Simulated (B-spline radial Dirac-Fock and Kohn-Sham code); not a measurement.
**Dipole and non-dipole photoemission parameters of Sm 4f7/2**

System: neutral samarium in the configuration [Xe] 4f6 6s2; threshold 8.01 eV (orbital energy of the model). Method: Dirac-Hartree-Slater photoionisation with a Latter tail; cross sections with all multipoles, angular parameters from the dipole term and its interference with E2. Computed with an atomic code on a B-spline grid.

The run's input, task.json:

```json
{"items": [{
  "Z": 62,
  "q": 0,
  "cfg": [[1, 0, 2], [2, 0, 2], [2, 1, 6], [3, 0, 2], [3, 1, 6], [3, 2, 10], [4, 0, 2], [4, 1, 6], [4, 2, 10], [4, 3, 6], [5, 0, 2], [5, 1, 6], [6, 0, 2]],
  "A": 152,
  "rrms": 5.0819,
  "do": "xps",
  "hv": [52.0, 79.1, 93.0, 110.0, 116.0, 125.0, 174.0, 228.0, 249.0, 400, 416.0, 753.0, 758.0, 800, 1190.0, 1230.0, 1250.0, 1253.6, 1590.0, 1810.0, 1970.0, 2000, 2130.0, 2820.0, 2984.4, 4590.0, 6000, 8047.8, 12000, 12100.0],
  "edges": {"K": 46834.0, "L1": 7737.0, "L2": 7312.0, "L3": 6716.0, "M1": 1723.0, "M2": 1541.0, "M3": 1419.8, "M4": 1110.9, "M5": 1083.4, "N1": 347.2, "N2": 265.6, "N3": 247.4, "N4": 129.0, "N5": 129.0}
}]}
```

Launch: `python xray2_run.py task.json out`

For linearly polarised light dσ/dΩ = σ/(4π) [1 + β P₂(cos θ) + (δ + γ cos²θ) sin θ cos φ], with θ from the polarisation vector and φ the angle between the beam and the projection of the electron momentum on the plane normal to the polarisation.

| hν (eV) | σ (kb) | β | γ | δ |
| --- | --- | --- | --- | --- |
| 52 | 2810 | 0.516 | 0.006 | 0.010 |
| 79.1 | 3080 | 0.394 | 0.006 | 0.013 |
| 93 | 2940 | 0.384 | 0.006 | 0.014 |
| 110 | 2710 | 0.394 | 0.007 | 0.016 |
| 116 | 2620 | 0.401 | 0.008 | 0.017 |
| 125 | ? | ? | ? | ? |
| 174 | 1770 | 0.507 | 0.012 | 0.022 |
| 228 | 1190 | 0.614 | 0.018 | 0.026 |
| 249 | 1020 | 0.653 | 0.021 | 0.027 |
| 400 | 367 | 0.863 | 0.051 | 0.039 |
| 416 | 333 | 0.879 | 0.056 | 0.040 |
| 753 | 62.6 | 1.050 | 0.180 | 0.065 |
| 758 | 61.3 | 1.051 | 0.182 | 0.065 |
| 800 | 51.8 | 1.059 | 0.200 | 0.068 |
| 1190 | 14.1 | 1.070 | 0.357 | 0.093 |
| 1230 | 12.6 | 1.067 | 0.372 | 0.095 |
| 1250 | 11.9 | 1.066 | 0.380 | 0.096 |
| 1253.6 | 11.8 | 1.066 | 0.381 | 0.097 |
| 1590 | 5.11 | 1.033 | 0.496 | 0.117 |
| 1810 | 3.19 | 1.007 | 0.562 | 0.130 |
| 1970 | 2.33 | 0.987 | 0.605 | 0.139 |
| 2000 | 2.21 | 0.984 | 0.613 | 0.141 |
| 2130 | 1.74 | 0.968 | 0.646 | 0.149 |
| 2820 | 0.593 | 0.889 | 0.794 | 0.189 |
| 2984.4 | 0.475 | 0.872 | 0.824 | 0.199 |
| 4590 | 0.0824 | 0.742 | 1.049 | 0.290 |
| 6000 | 0.0263 | 0.663 | 1.185 | 0.365 |
| 8047.8 | 0.00722 | 0.579 | 1.320 | 0.465 |
| 12000 | 0.00117 | 0.475 | 1.449 | 0.637 |
| 12100 | 0.00112 | 0.474 | 1.451 | 0.641 |

Q: Give the values at 125 eV.

A: σ = 2480 kb, β = 0.414, γ = 0.008, δ = 0.017.
